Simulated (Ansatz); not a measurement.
Ansatz (a quantum-chemistry and plane-wave program) input (r2SCAN/def2-TZVPD):

Ansatz 0.2 input:
```yaml
crystal:
  periodic: [false, false, false]
  atoms:
    - {symbol: B, position_ang: [0.56760924, -0.06654233, 0.01874921]}
    - {symbol: C, position_ang: [-0.54864150, -1.14501378, 0.19347718]}
    - {symbol: O, position_ang: [0.42484273, 1.24175753, -0.21195456]}
    - {symbol: H, position_ang: [-1.56334642, -0.73171472, 0.10845771]}
    - {symbol: H, position_ang: [-0.43550211, -1.93414676, -0.55431195]}
    - {symbol: H, position_ang: [-0.45705539, -1.63291642, 1.16727539]}
    - {symbol: H, position_ang: [-0.48903509, 1.56751200, -0.28039384]}
basis:
  gaussian:
    orbitals: def2-TZVPD
hamiltonian:
  xc: {name: r2SCAN}
magnetization: {spin_polarized: true, initial_magnetization: 1}
output: {forces: true}
```

Output:

```
Functional definition: r2SCAN
integrals: 0.04 GiB planned
727 factors; their error is unknown
mean field: 0.61 GiB planned
mean field evaluation 1: about -3814.6585 eV, gradient 5.0e1 eV
mean field evaluation 2: about -3801.5474 eV, gradient 7.4e1 eV
mean field evaluation 4: about -3824.3807 eV, gradient 4.1e0 eV
mean field evaluation 8: about -3824.4628 eV, gradient 4.5e-2 eV
mean field evaluation 16: about -3824.4428 eV, gradient 7.4e-5 eV
mean field -3824.44278385 eV, -140.5456800060 hartree, gradient 7.5e-5 eV, S^2 0.753571; 0 other end points of the search recorded, 0 dependent functions left out
the calculation of the forces begins
reference -3824.44280886 eV, -140.5456809252 hartree; 12, 11 occupied and 138, 139 virtual orbitals, 727 factors
Total energy: -3824.44280886 eV, -140.5456809252 hartree
Atom 0 at     0.567609    -0.066542     0.018749 Å, force    -0.028401    -0.219507     0.038052 eV/Å
Atom 1 at    -0.548642    -1.145014     0.193477 Å, force     0.047651     0.115795    -0.019664 eV/Å
Atom 2 at     0.424843     1.241758    -0.211955 Å, force     0.023362     0.185203    -0.032113 eV/Å
Atom 3 at    -1.563346    -0.731715     0.108458 Å, force    -0.017782     0.002306    -0.000626 eV/Å
Atom 4 at    -0.435502    -1.934147    -0.554312 Å, force     0.003859    -0.030400    -0.006154 eV/Å
Atom 5 at    -0.457055    -1.632916     1.167275 Å, force     0.003579    -0.026488     0.016201 eV/Å
Atom 6 at    -0.489035     1.567512    -0.280394 Å, force    -0.032269    -0.026908     0.004304 eV/Å
Dipole moment:    -0.463420    -0.015210    -0.003140 e Å
```

It need not be the lowest isomer of its formula.
